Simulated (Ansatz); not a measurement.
`[F][Hf]([Cl])([Cl])[Cl]` + `[NH2][Mo]([NH2])(=[S])=[S]` → `[NH2][Hf]([Cl])([Cl])[Cl]` + `[NH2][Mo]([F])(=[S])=[S]`  (redistribution)

Gas-phase electronic energies from Ansatz, PBE0-D4/def2-TZVP geometries. CCSD(T)/CBS adds triple-zeta CCSD(T) − MP2 to the extrapolated MP2 energy (def2 sets, frozen cores). Functionals use def2-TZVPP. B3LYP here is the variant with VWN-RPA as its local correlation; programs differ in this. Elements past krypton have def2 core potentials. For Hf, Mo outer-core shells are correlated without core-valence functions, which leaves a few kJ/mol of doubt a bond. One conformer a species, not always the lowest.

| level | ΔE (kJ/mol) | difference from CCSD(T)/CBS |
| --- | --- | --- |
| LDA (SPW92) | 49.0 | -1.4 |
| revPBE-D4 | 49.7 | -0.7 |
| BLYP-D4 | 48.2 | -2.2 |
| r2SCAN-D4 | 46.6 | -3.8 |
| PBE0-D4 | 49.6 | -0.8 |
| r2SCANh-D4 | 47.6 | -2.8 |
| CAM-B3LYP-D4 | 48.8 | -1.6 |
| B3LYP | 46.4 | -4.0 |
| r2SCANh | 47.3 | -3.1 |
| r2SCAN0 | 48.7 | -1.7 |
| BHLYP | 48.5 | -1.9 |
| CCSD/def2-TZVPP | 50.6 | 0.2 |
| CCSD(T)/def2-TZVPP | 50.6 | 0.2 |
| HF/def2-QZVPP | 50.0 | -0.4 |
| MP2/def2-QZVPP | 53.6 | 3.2 |
| MP2/CBS(def2) | 53.3 | 2.9 |
| CCSD(T)/CBS | 50.4 | 0 |

Largest T1 diagnostic among the species: 0.025, so the coupled-cluster value is less sure than usual.

Leaving LDA and LC-ωPBE aside and taking each functional with its dispersion term where it has one, the values, not all of them listed here, spread over 6.0 kJ/mol, from B97M-V to PBE-QIDH. LDA lies +3.0 kJ/mol from PBE without D4. From BLYP to BHLYP (50 % exact exchange), in def2-TZVPP and without D4, ΔE moves by +4.1 kJ/mol.
